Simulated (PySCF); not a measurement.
## Identify the compound

An unknown has the formula C6H6B2F2. Its calculated NMR data are:

1H NMR (300 MHz, computed): δ 8.72 (t, J = 1.1 Hz, 1H), 8.30 (dt, J = 8.2, 1.1 Hz, 1H), 8.26 (dt, J = 8.4, 1.2 Hz, 1H), 7.66 (t, J = 8.3 Hz, 1H), 7.12 (br, 2H).

13C{1H} NMR (computed): δ 156.5 (CH, t, J = 5.9 Hz), 152.3 (CH), 146.5 (CH, t, J = 5.5 Hz), 142.2 (C), 130.0 (CH), 124.2 (C, t, J = 36.8 Hz).

PySCF 2.14 calculation with couplings computed with B3LYP/pcJ-1 (spin–dipole term only in couplings to heteroatoms), σ from GIAO-B97-2/pcSseg-1 and PBE0-D3(BJ)/def2-SVP structure; no solvent model, rapidly exchanging positions averaged, one conformer, non-relativistic.

Chemical shifts δ = σref − σ; 1H, 13C against TMS, all at this level.

**Question.** Propose a structure and justify it.

**Answer.** 
- 6 carbon signals for 6 carbons: no two carbons are equivalent.
- Carbon types of the structure: 2 × C, 4 × CH, leaving 2 H on heteroatoms.
- δC 156.5, 152.3, 146.5, 130.0: aromatic CH.
- δC 142.2, 124.2: substituted aromatic carbon.
- δH 8.72, 8.30, 8.26, 7.66: hydrogen on an aromatic CH; the ring current deshields protons in the ring plane.
- δH 7.12: hydrogen on a boron bonded to C.
- The protons at 7.66 and 8.26 share a coupling of 8.4 Hz (vicinal, an ortho-type coupling).
- The protons at 8.30 and 7.66 share a coupling of 8.2 Hz (vicinal, an ortho-type coupling).

These data were computed for `InChI=1S/C6H6B2F2/c7-5-2-1-3-6(4-5)8(9)10/h1-4H,7H2`.

The data come from this structure; uniqueness wasn't tested.

Hydrogens on boron are broadened and split by 11B (spin 3/2, 80 %) and 10B (spin 3). A carbon bonded to boron is broadened by the quadrupolar boron nucleus and is often missing from a measured spectrum. C–F couplings over four or more bonds (about 3 Hz to the para carbon of a fluoroarene) are left out. Multiplet labels drop couplings under 1 Hz and merge nearly equal ones. Unscaled 3J(H,H) at this level run about 10 % above measured values. Shifts are as computed. Against solution values, carbons near 30 ppm lie about +1 ppm off and those near 130 ppm about +2 ppm. Of 1313 compounds with measured shifts, 239 miss one by over three times the rms of a fit or turn the order of signals round; such compounds aren't used in these exercises.
